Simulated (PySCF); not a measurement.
Electron correlation in Mg (magnesium, neutral)

[Ne] 3s1 3p1, high-spin 3P determinant (an excited configuration). All numbers are calculated (PySCF 2.14, the non-relativistic Hamiltonian (point nucleus), in def2-QZVPPD (9s5p5d2f, 63 functions)). Frozen: [Ne]; 2 electrons correlated.

With two correlated electrons CCSD is exact within the correlated space (frozen core and kept virtual orbitals).

```
level  correlation energy (mhartree)
 CCSD                          -4.36
```

Diagnostics: T1 = 0.0064, D1 = 0.0110, largest double amplitude 0.049.

Q: Is a single reference adequate?

A: Yes: T1 lies below 0.03 and no double amplitude reaches 0.07.
